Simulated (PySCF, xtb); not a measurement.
but-1-yne (C₄H₆), SMILES C#CCC.

GFN2-xTB (xtb) at its own geometry gives an orbital gap of 6.92 eV and a dipole moment of 0.70 D.

Geometry: B3LYP-D3(BJ)/def2-SVP.

Q: What does ωB97X/def2-TZVP in PySCF give? (An estimate is asked for; the answer gives what the named calculation found.)

A: gap 13.04 eV (levels -10.06 and 2.98 eV), dipole 0.82 D.
